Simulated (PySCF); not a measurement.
Identify the unknown among the candidates.

* Polarisability: 108.6 au [CAM-B3LYP/def2-SVPD]
* Dipole: 1.62 D [CAM-B3LYP/def2-SVPD]
* UV, strongest line: among the 8 lowest singlet transitions: S4 at 6.75 eV (184 nm, f = 0.204) [TDDFT CAM-B3LYP/def2-SVPD]
* Triplet: lowest triplet excitation (Tamm–Dancoff): 4.12 eV [TDA CAM-B3LYP/def2-SVPD]
* 13C NMR: chemical shifts (computed TMS as zero) by class: 169.0 (1 C), 127.0 (1 C), 70.4 (1 C) ppm [GIAO PBE0/pcSseg-1]
* Rotational structure: rotational constants A, B, C: 1.561, 0.869, 0.718 GHz [GFN2-xTB]
* NMR, other nuclei: isotropic shieldings of nuclei other than C and H, by class: 215 (1 O), 265 (1 O), 372 (1 Si), 387 (1 Si), 681 (1 S) ppm [GIAO PBE0/pcSseg-1]
* UV, first state: lowest singlet excitation: 6.02 eV (206 nm, f = 0.026) [TDDFT CAM-B3LYP/def2-SVPD]
* 1H NMR: chemical shifts (computed TMS as zero) by class: 5.85 (1 H), 5.82 (1 H), 5.18 (3 H), 4.76 (1 H), 4.71 (1 H), 0.95 (1 H) ppm [GIAO PBE0/pcSseg-1]

The electronic properties come from PySCF, for the isolated species, density fitting. Levels stand in brackets. One conformer (not necessarily the lowest) at the GFN2-xTB geometry, without solvent, vibrations or thermal averaging. GFN2-xTB frequencies show an imaginary mode (24i cm⁻¹), so this geometry is no minimum at that level. NMR values are class means; diastereotopic atoms form classes of their own.

Question: Which candidate is it?
A. `O=C[C@@H]1CS[SiH2]S1`
B. `C=C1CO[Si@]1(S)O[SiH3]`
C. `CS[C@@H]1[SiH2]O[SiH2]C1=O`
D. `CSCOC1CC1`

Answer: B. It is `C=C1CO[Si@]1(S)O[SiH3]`. Numbering: `[CH2:1]=[C:2]1[CH2:3][O:4][Si@:5]1([SH:6])[O:7][SiH3:8]`. Its formula, C3H8O2SSi2, gives 2 degrees of unsaturation: 1 ring and 1 π bond in the structure found. 3 carbons fall into 3 classes; from least to most shielded: fully substituted alkene carbon [C2] (169.0 ppm), terminal =CH2 carbon [C1] (127.0 ppm), ring sp3 carbon bound to oxygen [C3] (70.4 ppm). Hydrogen classes from least to most shielded: 1 H on a terminal =CH2 carbon, C1 (5.85 ppm), 1 H on a terminal =CH2 carbon, C1 (5.82 ppm), 3 H on an oxygen-bound silicon, Si8 (5.18 ppm), 1 H on an sp3 carbon bound to oxygen, C3 (4.76 ppm), 1 H on an sp3 carbon bound to oxygen, C3 (4.71 ppm), 1 H on a sulfur bonded to Si and H, S6 (0.95 ppm). The other shieldings belong to: 215 ppm, silyl ether oxygen [O4]; 265 ppm, siloxane oxygen [O7]; 372 ppm, oxygen-bound silicon [Si5]; 387 ppm, oxygen-bound silicon [Si8]; 681 ppm, sulfur bonded to Si and H [S6]. The optimised geometry has point group C1 and is an asymmetric top.

The others, at the same levels:
- `CS[C@@H]1[SiH2]O[SiH2]C1=O` fails: its computed 13C shifts are 211.5 (1 C), 45.6 (1 C), 20.4 (1 C) ppm, 1H shifts are 5.54 (1 H), 5.41 (1 H), 5.17 (1 H), 4.72 (1 H), 1.93 (3 H), 1.80 (1 H) ppm and rotational constant A is 1.814 GHz (against 1.561 GHz).
- `O=C[C@@H]1CS[SiH2]S1` fails: it has 6 hydrogens where the 1H data count 8; its computed 13C shifts are 195.0 (1 C), 62.5 (1 C), 38.1 (1 C) ppm, 1H shifts are 9.29 (1 H), 5.47 (1 H), 5.22 (1 H), 3.77 (1 H), 3.60 (1 H), 2.92 (1 H) ppm and rotational constant A is 1.861 GHz (against 1.561 GHz).
- `CSCOC1CC1` fails: it has 10 hydrogens where the 1H data count 8; its computed 13C shifts are 82.3 (1 C), 55.9 (1 C), 16.5 (1 C), 7.6 (2 C) ppm, 1H shifts are 4.81 (2 H), 2.83 (1 H), 2.03 (3 H), 0.80 (2 H), 0.46 (2 H) ppm and rotational constant A is 4.046 GHz (against 1.561 GHz).

Each candidate is one conformer, not necessarily the lowest. The conformers computed, where there is a choice (atom-mapped SMILES and torsion angles):
- `[CH2:1]=[C:2]1[CH2:3][O:4][Si@:5]1([SH:6])[O:7][SiH3:8]`: O4–Si5–O7–Si8 140°, H–S6–Si5–O4 34°
- `[CH3:1][S:2][CH2:3][O:4][CH:5]1[CH2:6][CH2:7]1`: C1–S2–C3–O4 64°, S2–C3–O4–C5 76°, C3–O4–C5–C6 -90°

The conformers of `CS[C@@H]1[SiH2]O[SiH2]C1=O` and `O=C[C@@H]1CS[SiH2]S1` aren't listed.
